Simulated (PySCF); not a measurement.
# How methods differ on the interval between two levels of Ge(2+)

Ge(2+) [Ar] 3d10 4s2 → Ge(2+) [Ar] 3d10 4s1 4p1 [3P2, M_J = 2], as a difference of total energies. Computed with PySCF 2.14 in x2c-TZVPall-2c (6s7p4d1f, 54 functions), with the two-component X2C-1e Hamiltonian. Correlated levels: [Ne] frozen. "Screened" scales the spin-orbit matrix elements by Boettger's factors to mimic the two-electron term; Breit and QED terms are absent.

| method | interval between two levels (cm⁻¹) |
| --- | --- |
| GHF (spin-free) | 52664 |
| GMP2 (spin-free) | 59909 |
| GHF (screened spin-orbit) | 53455 |
| GMP2 (screened spin-orbit) | 60718 |

The labels give the starting determinants; with spin-orbit coupling the two ends relaxed to ⟨J²⟩ = 0.00, ⟨L²⟩ = 0.00, ⟨S²⟩ = 0.00 and ⟨J²⟩ = 6.01, ⟨L²⟩ = 2.01, ⟨S²⟩ = 2.00.
